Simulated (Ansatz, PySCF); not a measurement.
The pair A = N2 (SMILES N#N) (first 2 atoms), B = C2H6O (SMILES CCO); geometry from B3LYP-D3(BJ)/def2-TZVP.
(charge 0, multiplicity 1):
```xyz
11

N      1.144     0.987    -0.193
N      0.771     0.246     0.515
C     -1.361     0.482     3.721
C      0.094     0.119     3.970
O      0.445    -1.152     3.435
H     -1.606     1.439     4.188
H     -2.021    -0.284     4.132
H     -1.565     0.569     2.651
H      0.754     0.901     3.571
H      0.290     0.047     5.041
H      0.345    -1.113     2.478
```

Frozen-core correlation.

The values were computed with Ansatz (Gaussian orbitals); PySCF for the dispersion terms. Values without a source in brackets are computed.

The monomers are drawn apart, rigid, along the line of their centres of mass. Counterpoise-corrected interaction energies (kcal/mol):

```csv
level,R = 4.785 Å,R = 5.756 Å
PBE/def2-TZVPPD,-0.4567,-0.1437
PBE-D3(BJ)/def2-TZVPPD,-0.7576,-0.2460
wB97M-V/def2-TZVPPD,-0.5849,-0.2078
CCSD(T)/aug-cc-pVDZ,-0.5957,-0.2057
```

Q: R is the distance of the centres of mass. Find the local exponent m of E ∝ R⁻ᵐ between the two points.

A: 
m = ln(E₁/E₂)/ln(R₂/R₁): PBE/def2-TZVPPD 6.3; PBE-D3(BJ)/def2-TZVPPD 6.1; wB97M-V/def2-TZVPPD 5.6; CCSD(T)/aug-cc-pVDZ 5.8. For scale, two fixed dipoles give m = 3, dipole and quadrupole 4, quadrupoles 5, and dispersion or dipole-induced dipole 6 at long range; at these distances several terms mix, and what is left of overlap and damping shifts m, so it need not match one of them.

Ansatz is a program for electronic structure.
